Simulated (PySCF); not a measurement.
GeH₄, SMILES [GeH4]. Coordinates come from a PBE-D3(BJ)/def2-TZVPD optimisation. The isomer is the one that the SMILES or the coordinates give; other isomers of the formula were not compared.

Computed equilibrium geometry at PBE-D3(BJ)/def2-TZVPD (PySCF confirms it by a frequency run) as a Z-matrix, and its point group:
point group Td.
```
Ge
H 1 1.5437
H 1 1.5437 2 109.47
H 1 1.5437 2 109.47 3 120.00
H 1 1.5437 2 109.47 3 -120.00
```
